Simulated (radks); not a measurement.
W4+, configuration [Xe] 4f14 5d2. Method: scalar-relativistic Kohn-Sham, LDA (Slater exchange, Perdew-Wang correlation), spin-polarised, spherical densities, finite nucleus; open shells are filled with parallel spins first (spin-orbit coupling, left out, can overturn this in heavy ions); Fermi nuclear charge, rms radius 5.3658 fm; computed with a radial shooting solver on a logarithmic mesh with Libxc functionals.

Radial electron density D(r) = 4 pi r^2 rho(r):

```
   r/bohr * D(r) (the largest magnitude, 133, reaches the edge; | marks zero)
 0.002842 |             *
 0.003761 |                   *
 0.005016 |                         *
  0.00669 |                                 *
 0.008852 |                                      *
  0.01181 |                                         *
  0.01575 |                                        *
    0.021 |                                     *
  0.02779 |                                     *
  0.03706 |                                             *
  0.04943 |                                                      *
  0.06541 |                                                      *
  0.08724 |                                             *
   0.1164 |                                            *
   0.1552 |                                                   *
   0.2053 |                                         *
   0.2739 |                          *
   0.3653 |                             *
   0.4833 |                            *
   0.6446 |                *
   0.8597 |        *
    1.147 |     *
    1.517 |  *
    2.024 |*
    2.699 *
    3.571 *
    4.763 *
```

D(r) has 4 maxima, at r = 0.0124, 0.0566, 0.158, 0.418 bohr, and minima at 0.0239, 0.102, 0.294 bohr, inside which lie 1.90, 11.11, 29.81 electrons.
